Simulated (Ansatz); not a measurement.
## Ansatz (development build ahead of 0.2.0) run

```yaml
crystal:
  periodic: [false, false, false]
  atoms:
    - { symbol: Gd, position_ang: [0.0, 0.0, 0.0] }
    - { symbol: O, position_ang: [0.0, 0.0, 1.81] }
basis:
  gaussian: { orbitals: def2-SVP }
magnetization:
  initial_magnetization: 8
hamiltonian:
  xc: pbe0
scf:
  omitted_lower_state_checks: [starts, atomic_configurations, cluster_reference, orbital_swaps, given_window_search, neighbouring_geometries, increment]
```

The input is written out in the form of the current development build from the run's settings. The basis set brings a core potential for Gd, so the total leaves out those core electrons.

Results

- Converged: yes
- Total energy: -840.75042 hartree
- Spin squared of the determinant: 20.000
- Stability test: minimum among restricted orbitals

Caution: other spin multiplicities were not run; an unrestricted determinant lies well below; no wide search was run, a lower solution can exist.
